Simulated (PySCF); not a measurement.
Orbital picture of SiAs⁺

PBE at R = 2.344 Å; basis Si pcseg-1, As pcseg-1; no relativity; PySCF 2.14. State: ³Σ⁻ (triplet), unpaired electrons π ↑↑. Only the outer orbitals are listed, counted within each symmetry.

```
spin  orbital  occ.  ε (eV)  on Si (%)            main shells (%)
   α      10σ     1  -22.05         17           79 As s, 13 Si s
   α      11σ     1  -17.19         69  69 Si s, 20 As s, 10 As p
   α       5π     1  -12.83         25           74 As p, 24 Si p
   α       5π     1  -12.83         25           74 As p, 24 Si p
   α      12σ     1  -12.45         50  48 As p, 34 Si p, 15 Si s
   α       6π     0   -9.85         73           73 Si p, 26 As p
   α       6π     0   -9.85         73           73 Si p, 26 As p
   α      13σ     0   -6.25         68           66 Si p, 34 As p
   β      10σ     1  -20.90         21           74 As s, 17 Si s
   β      11σ     1  -16.51         67  67 Si s, 23 As s, 10 As p
   β      12σ     1  -12.08         51  46 As p, 38 Si p, 12 Si s
   β       5π     0  -11.44         39           60 As p, 38 Si p
   β       5π     0  -11.44         39           60 As p, 38 Si p
   β       6π     0   -8.91         60           60 Si p, 39 As p
```

Which are the highest filled and the lowest empty level, where do they sit, and how wide is the gap?

Highest filled β 12σ at -12.08 eV (in %: 46 As p, 38 Si p, 12 Si s); lowest empty β 5π at -11.44 eV (in %: 60 As p, 38 Si p); the gap at PBE is 0.64 eV.

The bond order (Mayer) is 1.62. The ⟨S²⟩ is 2.004 and the charge on Si (Mulliken, basis-dependent) is 0.75. The charge on Si (Löwdin, basis-dependent) is 0.62, the dipole moment (positive dipole points towards As; it is taken about the centre of mass and depends on that origin) is -3.24 D and the polarisability along the bond is 78.7 bohr³. The polarisability across the bond is 36.1 bohr³.

Spin–orbit coupling is left out. The state was picked by a PBE0 search and need not be the measured ground state.
